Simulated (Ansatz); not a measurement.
Spectroscopic constants of PN, closed-shell singlet (the spin of the measured ground state).

```json
[
 {"level": "SVWN5/def2-TZVPP", "bond energy D_e (kJ/mol)": "746.0"},
 {"level": "PBE/def2-TZVPP", "bond energy D_e (kJ/mol)": "651.0"},
 {"level": "r2SCAN/def2-TZVPP", "bond energy D_e (kJ/mol)": "577.2"},
 {"level": "B97M-V/def2-TZVPP", "bond energy D_e (kJ/mol)": "602.1"},
 {"level": "B3LYP/def2-TZVPP", "bond energy D_e (kJ/mol)": "607.6"},
 {"level": "BHLYP/def2-TZVPP", "bond energy D_e (kJ/mol)": "521.7"},
 {"level": "wB97X-V/def2-TZVPP", "bond energy D_e (kJ/mol)": "606.4"},
 {"level": "wB97M-V/def2-TZVPP", "bond energy D_e (kJ/mol)": "616.3"},
 {"level": "B2PLYP/def2-TZVPP", "bond energy D_e (kJ/mol)": "614.1"},
 {"level": "CCSD/def2-TZVPP", "bond energy D_e (kJ/mol)": "517.3"},
 {"level": "CCSD/def2-QZVPP", "bond energy D_e (kJ/mol)": "541.7"},
 {"level": "CCSD(T)/def2-TZVPP", "bond energy D_e (kJ/mol)": "562.5"},
 {"level": "CCSD(T)/def2-QZVPP", "bond energy D_e (kJ/mol)": "588.3"},
 {"level": "CCSD(T)/CBS(def2-TZVPP, def2-QZVPP)", "bond energy D_e (kJ/mol)": "603.9"}
]
```

The rows run from 517.3 (CCSD/def2-TZVPP) to 746.0 kJ/mol (SVWN5/def2-TZVPP). From def2-TZVPP to def2-QZVPP CCSD(T) changes by 25.8. The 9 functionals in def2-TZVPP without D3 or D4 span 224.3, from BHLYP to SVWN5.

D_e counts from the fitted minimum to each atom's lowest state at the same level, without counterpoise. The singlet is restricted.

Frozen-core correlation. CBS(a, b) extrapolates the correlation energy as X⁻³ and adds the Hartree–Fock energy of set b.

Doubts at one or more of the structures used: a restricted determinant that unrestricted orbitals would lower (CCSD/def2-TZVPP, CCSD/def2-QZVPP, CCSD(T)/def2-TZVPP, CCSD(T)/def2-QZVPP, CCSD(T)/CBS(def2-TZVPP, def2-QZVPP)).

The values were computed with Ansatz (a program for electronic structure) with Gaussian orbitals. Values without a source in brackets are computed.
